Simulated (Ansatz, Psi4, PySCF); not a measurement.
C3H7O, charge -1, singlet, geometry from GFN2-xTB (in this run its highest filled SCF level lies above zero, so its values depend strongly on the basis, on diffuse functions most of all). Base run: PySCF with CCSD(T)/STO-3G.

Input for PySCF:
```python
from pyscf import gto, scf, cc

mol = gto.Mole()
mol.atom = '''
    O     0.27524919   -0.58420743   -0.62303532
    C     0.09401883    0.90333784   -0.29403238
    C     1.02460482   -1.20359562    0.34229042
    C    -1.27934567    1.02284955    0.39588235
    H    -0.06509560    1.31189351   -1.33559503
    H     1.24877528   -2.23160334    0.01033964
    H     1.98223373   -0.68204747    0.53292018
    H     0.50182452   -1.27623020    1.31766778
    H    -2.14125770    0.55895431   -0.13156786
    H    -1.24810032    0.57100939    1.39663175
    H    -1.51604143    2.08613261    0.52904382
'''
mol.basis = 'sto-3g'
mol.charge = -1
mol.verbose = 4
mol.build()

mf = scf.RHF(mol)
mf.kernel()

mycc = cc.CCSD(mf)
mycc.kernel()
et = mycc.ccsd_t()
print('E(CCSD(T)) = %.10f' % (mycc.e_tot + et))
```

The same geometry, method and basis name were run in Ansatz (a program for electronic structure) and Psi4 and PySCF, at each program's defaults and at the settings that a row names. The base is PySCF at its defaults. Differences at the defaults can come from grids, fitting, cores and function types together.

```tsv
code and settings	ΔE vs base (µEh)	basis functions	E (Eh)	SCF cycles
PySCF, defaults (exact integrals, spherical functions, all electrons correlated)	0.0	27	-190.10931	9
Psi4, defaults (exact integrals, spherical functions, all electrons correlated)	-0.2	27	-190.10931	11
Ansatz, defaults (factorised integrals, spherical functions, frozen core)	1228	27	-190.10809	-
PySCF, frozen core	1210	27	-190.10810	9
Psi4, exact integrals, spherical functions, frozen core	1210	27	-190.10810	11
Ansatz, high accuracy, frozen core	1210	27	-190.10810	-
```
